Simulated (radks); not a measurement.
Problem. Pt-, 79 electrons, occupied as [Xe] 4f14 5d9 6s2. Calculated with a radial shooting solver on a logarithmic mesh with Libxc functionals: scalar-relativistic Kohn-Sham, PBE, spin-unpolarised, spherical densities, finite nucleus; Fermi nuclear charge, rms radius 5.427 fm; hard spherical wall at 20 bohr. Some entries of the table are withheld. Estimate them.

orbital,occ.,eigenvalue (eV),<r> (bohr)
1s,2,-78390.00,(1)
2s,2,-13766.61,(2)
2p,6,-11933.71,0.06523
3s,2,-3228.682,0.1871
3p,6,-2694.611,0.1882
3d,10,-2114.429,0.1704
4s,2,-688.5603,0.4151
4p,6,-513.3432,0.4419
4d,10,-300.2390,(3)
5s,2,-95.0923,0.9522
4f,14,-63.4744,0.5161
5p,6,-49.3093,1.104
6s,2,0.4098,3.365
5d,9,0.5719,1.759
7s,0,2.3346,12.73
6p,0,2.4491,12.46
5f,0,3.3315,14.11

Solution. 
(1) 1s <r> (bohr): 0.01715
(2) 2s <r> (bohr): 0.07236
(3) 4d <r> (bohr): 0.4682
